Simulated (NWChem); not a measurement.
System: CH$_{4}$F$_{2}$Si; SMILES C[SiH](F)F

The following NWChem deck was run.

```
start job
memory heap 200 mb stack 900 mb global 1100 mb
geometry units angstroms noautosym nocenter noautoz
  Si    -0.000174    -0.064445     0.335910
  C     -0.000562     1.690257    -0.236981
  F     -1.295841    -0.829825    -0.256373
  F      1.295295    -0.829658    -0.256993
  H      0.000162    -0.247281     1.806185
  H     -0.891872     2.220840     0.131751
  H      0.892461     2.220278     0.128393
  H     -0.002603     1.736897    -1.336849
end
basis spherical
  Si library def2-svpd
  C library def2-svpd
  F library def2-svpd
  H library def2-svpd
end
dft
  xc b3lyp
  iterations 150
end
property
  response 1 0.0773
end
task dft property
```

NWChem printed, in part:

```
             Northwest Computational Chemistry Package (NWChem) 7.3.0
             --------------------------------------------------------

                             Geometry "geometry" -> ""
                             -------------------------

 Output coordinates in angstroms (scale by  1.889725989 to convert to a.u.)

  No.       Tag          Charge          X              Y              Z
 ---- ---------------- ---------- -------------- -------------- --------------
    1 Si                  14.0000    -0.00017400    -0.06444500     0.33591000
    2 C                    6.0000    -0.00056200     1.69025700    -0.23698100
    3 F                    9.0000    -1.29584100    -0.82982500    -0.25637300
    4 F                    9.0000     1.29529500    -0.82965800    -0.25699300
    5 H                    1.0000     0.00016200    -0.24728100     1.80618500
    6 H                    1.0000    -0.89187200     2.22084000     0.13175100
    7 H                    1.0000     0.89246100     2.22027800     0.12839300
    8 H                    1.0000    -0.00260300     1.73689700    -1.33684900

 Effective nuclear repulsion energy (a.u.)     180.9373432385

                              NWChem Property Module
                              ----------------------

                                 NWChem DFT Module
                                 -----------------

 Summary of "ao basis" -> "ao basis" (spherical)
 ------------------------------------------------------------------------------
       Tag                 Description            Shells   Functions and Types
 ---------------- ------------------------------  ------  ---------------------
 Si                        def2-svpd                10       24   5s3p2d
 C                         def2-svpd                 8       20   4s2p2d
 F                         def2-svpd                 9       23   4s3p2d
 H                         def2-svpd                 4        8   2s2p

            General Information
            -------------------
          SCF calculation type: DFT
          Wavefunction type:  closed shell.
          No. of atoms     :     8
          No. of electrons :    42
           Alpha electrons :    21
            Beta electrons :    21
          Charge           :     0
          Spin multiplicity:     1
          Use of symmetry is: off; symmetry adaption is: off
          Maximum number of iterations: 150
          AO basis - number of functions:   122
                     number of shells:    52
          Convergence on energy requested:  1.00D-06
          Convergence on density requested:  1.00D-05
          Convergence on gradient requested:  5.00D-04

              XC Information
              --------------
                         B3LYP Method XC Potential
                     Hartree-Fock (Exact) Exchange  0.200
                        Slater Exchange Functional  0.800 local
                    Becke 1988 Exchange Functional  0.720 non-local
              Lee-Yang-Parr Correlation Functional  0.810
                  VWN I RPA Correlation Functional  0.190 local

             Grid Information
             ----------------
          Grid used for XC integration:  medium
          Radial quadrature: Mura-Knowles
          Angular quadrature: Lebedev.
          Tag              B.-S. Rad. Rad. Pts. Rad. Cut. Ang. Pts.
          ---              ---------- --------- --------- ---------
          Si                  1.10       88           9.0       590
          C                   0.70       49          10.0       434
          F                   0.50       49          11.0       434
          H                   0.35       45          11.0       434
          Grid pruning is: on
          Number of quadrature shells:   415
          Spatial weights used:  Erf1

      Superposition of Atomic Density Guess
      -------------------------------------

 Sum of atomic energies:        -526.95551182

      Non-variational initial energy
      ------------------------------

 Total energy =    -528.197059
 1-e energy   =   -1090.416187
 2-e energy   =     381.281784
 HOMO         =      -0.388451
 LUMO         =       0.055771

   convergence    iter        energy       DeltaE   RMS-Dens  Diis-err
 ---------------- ----- ----------------- --------- --------- ---------
 d= 0,ls=0.0,diis     1   -529.5090757555 -7.10D+02  1.47D-02  7.41D-01
 d= 0,ls=0.0,diis     2   -529.4546545673  5.44D-02  6.08D-03  1.64D+00
 d= 0,ls=0.0,diis     3   -529.5895987940 -1.35D-01  1.07D-03  1.54D-02
 d= 0,ls=0.0,diis     4   -529.5906697234 -1.07D-03  3.95D-04  1.73D-03
 d= 0,ls=0.0,diis     5   -529.5908638370 -1.94D-04  7.58D-05  1.45D-04
  Resetting Diis
 d= 0,ls=0.0,diis     6   -529.5908828888 -1.91D-05  1.84D-05  3.27D-06
 d= 0,ls=0.0,diis     7   -529.5908833164 -4.28D-07  6.49D-06  8.85D-08

         Total DFT energy =     -529.590883316428
      One electron energy =    -1093.045349065115
           Coulomb energy =      431.344142229169
    Exchange-Corr. energy =      -48.827019718940
 Nuclear repulsion energy =      180.937343238458

 Numeric. integr. density =       42.000001490718

                       DFT Final Molecular Orbital Analysis
                       ------------------------------------

 Vector   19  Occ=2.000000D+00  E=-4.168151D-01
              MO Center=  3.7D-04,  5.8D-01, -1.5D-01, r^2= 3.6D+00
   Bfn.  Coefficient  Atom+Function         Bfn.  Coefficient  Atom+Function
  ----- ------------  ---------------      ----- ------------  ---------------
    29      0.320070  2 C  px                50     -0.277441  3 F  py
    73      0.277412  4 F  py                99     -0.236475  6 H  s
   107      0.237115  7 H  s                 49      0.195823  3 F  px
    72      0.195855  4 F  px                53      0.189150  3 F  py
    76     -0.189129  4 F  py                52     -0.132140  3 F  px

 Vector   20  Occ=2.000000D+00  E=-4.064385D-01
              MO Center= -5.3D-04,  3.2D-01,  2.6D-01, r^2= 3.3D+00
   Bfn.  Coefficient  Atom+Function         Bfn.  Coefficient  Atom+Function
  ----- ------------  ---------------      ----- ------------  ---------------
     4      0.271379  1 Si s                 30     -0.254262  2 C  py
    91      0.236804  5 H  s                  3      0.213379  1 Si s
    50      0.210919  3 F  py                73      0.210911  4 F  py
    51      0.179215  3 F  pz                74      0.179309  4 F  pz
    99     -0.148052  6 H  s                107     -0.147436  7 H  s

 Vector   21  Occ=2.000000D+00  E=-3.427491D-01
              MO Center= -2.7D-04,  5.1D-01,  4.0D-01, r^2= 2.9D+00
   Bfn.  Coefficient  Atom+Function         Bfn.  Coefficient  Atom+Function
  ----- ------------  ---------------      ----- ------------  ---------------
    30      0.338630  2 C  py                91      0.297273  5 H  s
    10     -0.182180  1 Si py                33      0.182585  2 C  py
    11      0.181583  1 Si pz                51      0.150893  3 F  pz
    74      0.150891  4 F  pz                31     -0.140270  2 C  pz
    50     -0.137142  3 F  py                73     -0.137131  4 F  py

 Vector   22  Occ=0.000000D+00  E= 9.364185D-03
              MO Center= -5.1D-04,  1.4D+00, -2.0D-01, r^2= 8.6D+00
   Bfn.  Coefficient  Atom+Function         Bfn.  Coefficient  Atom+Function
  ----- ------------  ---------------      ----- ------------  ---------------
    28      2.111213  2 C  s                  5      1.681046  1 Si s
    27      1.632245  2 C  s                116     -1.026595  8 H  s
   100     -0.956894  6 H  s                108     -0.957280  7 H  s
     4     -0.749584  1 Si s                 48     -0.742655  3 F  s
    71     -0.742948  4 F  s                 13     -0.587875  1 Si py

 Vector   23  Occ=0.000000D+00  E= 2.001479D-02
              MO Center= -3.2D-03,  1.7D-01,  8.8D-01, r^2= 4.3D+00
   Bfn.  Coefficient  Atom+Function         Bfn.  Coefficient  Atom+Function
  ----- ------------  ---------------      ----- ------------  ---------------
    23      0.626695  1 Si d  1               9     -0.308653  1 Si px
    12     -0.272699  1 Si px                40      0.258824  2 C  d -2
    55     -0.250359  3 F  px                78     -0.248459  4 F  px
    57     -0.239018  3 F  pz                80      0.234718  4 F  pz
    71     -0.154235  4 F  s                 48      0.144280  3 F  s

 Vector   24  Occ=0.000000D+00  E= 2.198597D-02
              MO Center=  3.4D-03, -3.6D-01,  5.5D-01, r^2= 6.5D+00
   Bfn.  Coefficient  Atom+Function         Bfn.  Coefficient  Atom+Function
  ----- ------------  ---------------      ----- ------------  ---------------
    28      2.021513  2 C  s                  5     -1.644913  1 Si s
    27      0.912868  2 C  s                 14      0.835897  1 Si pz
   100     -0.830971  6 H  s                108     -0.830413  7 H  s
     4     -0.625062  1 Si s                 48      0.601910  3 F  s
    71      0.600356  4 F  s                 21      0.557104  1 Si d -1

     Multipole analysis of the density
     ---------------------------------

     L   x y z        total         alpha         beta         nuclear
     -   - - -        -----         -----         ----         -------
     0   0 0 0     -0.000000    -21.000000    -21.000000     42.000000

[...]

 DFT Linear Response polarizability / au
 Frequency  =       0.0773000 / au
 Wavelength =     589.4353558 / nm
              X              Y              Z
 -----------------------------------------------
 X      36.3771288     -0.0016557      0.0006987
 Y      -0.0016557     41.8303339     -2.3266801
 Z       0.0006986     -2.3266776     38.2335427
 -----------------------------------------------
 Eigenvalues =      36.3771283     42.9726304     37.0912467
 Isotropic   =      38.8136685
 Anisotropic =       6.2690225
 -----------------------------------------------

 Magnetic Dipole Response Matrix (nonzero elements):

 Exiting AOResponse driver routine
```

Level: B3LYP/def2-SVPD. Coordinates come from a PBE0/def2-SVP optimisation.
